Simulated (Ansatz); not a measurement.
ClFH6O2Si3 (`F[Si](Cl)(O[SiH3])O[SiH3]`) at its PBE0-D4/def2-TZVP geometry, where that method's forces vanish. The species carries charge 0 and has multiplicity 1.

| atom | x (Å) | y (Å) | z (Å) |
| --- | --- | --- | --- |
| F1 | 0.207 | 1.575 | -1.933 |
| Si2 | 0.249 | 0.805 | -0.556 |
| Cl3 | 1.727 | 1.639 | 0.562 |
| O4 | -1.167 | 0.982 | 0.159 |
| Si5 | -2.086 | 1.106 | 1.515 |
| O6 | 0.564 | -0.740 | -0.826 |
| Si7 | 1.663 | -1.933 | -1.102 |
| H8 | -1.406 | 1.982 | 2.500 |
| H9 | -3.391 | 1.688 | 1.125 |
| H10 | -2.285 | -0.244 | 2.097 |
| H11 | 2.765 | -1.829 | -0.115 |
| H12 | 2.201 | -1.804 | -2.477 |
| H13 | 0.960 | -3.228 | -0.948 |

For each bond, give half the difference of the two atoms' forces along it (eV/Å; positive pushes the atoms apart) under PBE-D4, r2SCAN-D4, B3LYP-D4, ωB97M-V in def2-TZVPP. (Estimate.)

Computed: 
| bond | length (Å) | PBE-D4 | r2SCAN-D4 | B3LYP-D4 | ωB97M-V |
| --- | --- | --- | --- | --- | --- |
| F1–Si2 | 1.578 | 0.44 | 0.04 | 0.13 | 0.11 |
| Si2–Cl3 | 2.032 | 0.00 | 0.01 | 0.15 | 0.01 |
| Si2–O4 | 1.597 | 0.16 | 0.04 | 0.00 | 0.02 |
| Si2–O6 | 1.600 | 0.14 | 0.03 | 0.01 | 0.01 |
| O4–Si5 | 1.643 | 0.12 | -0.01 | 0.10 | 0.13 |
| Si5–H8 | 1.483 | 0.03 | -0.02 | -0.08 | -0.13 |
| Si5–H9 | 1.481 | 0.04 | -0.02 | -0.10 | -0.14 |
| Si5–H10 | 1.483 | 0.03 | -0.02 | -0.08 | -0.13 |
| O6–Si7 | 1.645 | 0.13 | 0.00 | 0.10 | 0.13 |
| Si7–H11 | 1.483 | 0.03 | -0.02 | -0.08 | -0.12 |
| Si7–H12 | 1.483 | 0.04 | -0.02 | -0.08 | -0.13 |
| Si7–H13 | 1.481 | 0.04 | -0.02 | -0.10 | -0.14 |

B3LYP here is the variant with VWN-RPA as its local correlation; programs differ in this.
